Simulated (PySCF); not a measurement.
A calculated (B97-3, PySCF 2.14, ANO-RCC-VTZP, the spin-free X2C one-electron Hamiltonian (Gaussian nucleus)) atom or ion has these occupied shells.

```tsv
shell	electrons	orbital energy (eV)	rms radius, mean of both spins (bohr)
1s α	1	-50090.3	0.0249
1s β	1	-50090.2	0.0249
2s α	1	-8299.7	0.101
2s β	1	-8299.6	0.101
2p α	3	-7396.7	0.0906
2p β	3	-7396.6	0.0906
3s α	1	-1848.9	0.261
3s β	1	-1846.4	0.261
3p α	3	-1566.4	0.261
3p β	3	-1563.8	0.261
3d α	5	-1187.2	0.240
3d β	5	-1184.9	0.240
4s α	1	-374.91	0.589
4s β	1	-368.85	0.589
4p α	3	-281.03	0.625
4p β	3	-274.71	0.625
4d α	5	-149.29	0.690
4d β	5	-142.06	0.690
5s α	1	-50.242	1.45
5s β	1	-47.365	1.45
5p α	3	-27.038	1.72
5p β	3	-24.964	1.72
4f α	7	-7.207	1.06
6s α	1	-4.147	4.60
6s β	1	-3.957	4.60
4f β	1	-2.322	1.06
```

Task: Name the element and its charge.

Result: Gd (gadolinium, neutral), in [Xe] 4f8 6s2, high-spin 7F determinant (an excited configuration).
